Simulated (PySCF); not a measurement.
**A small calculation by hand: oscillator strength and radiative lifetime**

ClFH3NOSi, SMILES N[Si@@](O)(F)Cl.

Geometry optimised at PBE0-D3(BJ)/def2-SVP. The structure was generated by enumeration; whether it is a known compound was not checked. One conformer was computed; it need not be the lowest.

TDDFT-M06-2X/def2-SVPD run with PySCF puts the first singlet state with f over 0.02 at 7.17 eV (vertical), with the transition dipole (0.368, -0.123, 0.409) in atomic units.

Problem. Find the oscillator strength, the wavelength and the radiative lifetime that this transition would have in vacuum if emission retraced absorption.

Solution. 
|μ|² = 0.3178 au, so |μ| = 1.43 D. ΔE = 7.17/27.211 = 0.2635 hartree. f = (2/3) ΔE |μ|² = 0.056 (the program prints 0.056).
λ = 1239.84/7.17 = 173 nm; ν = 57830 cm⁻¹.
Einstein's coefficient A = 0.6670 ν² f s⁻¹ (ν in cm⁻¹) = 1.2e8 s⁻¹, so τ = 1/A = 8.0 ns. This state is S1. The figure is the radiative limit of this one transition; relaxation, internal conversion, crossing to triplets and a medium change what is measured.
